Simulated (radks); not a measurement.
Species: Pb XXXV. Configuration: [Kr] 4d10 4f2. Method: Dirac Kohn-Sham, exchange-only PBE, spin-unpolarised, spherical densities, finite nucleus; open shells fill j = l - 1/2 first; Fermi nuclear charge, rms radius 5.5012 fm; computed with a radial shooting solver on a logarithmic mesh with Libxc functionals.

Spin-orbit splittings of the eigenvalues, e(l+1/2) - e(l-1/2), with zeta = 2 splitting/(2l+1) and mean radii in bohr:

shell  occ.  splitting (eV)  zeta (eV)  <r> j=l-1/2  <r> j=l+1/2
2p        6            2188       1459      0.05489      0.06381
3p        6           493.0      328.7       0.1638       0.1796
3d       10           104.8      41.94       0.1561       0.1609
4p        6           141.2      94.15       0.3620       0.3889
4d       10           28.71      11.49       0.3812       0.3889
4f        2           7.901      2.258       0.3635       0.3668
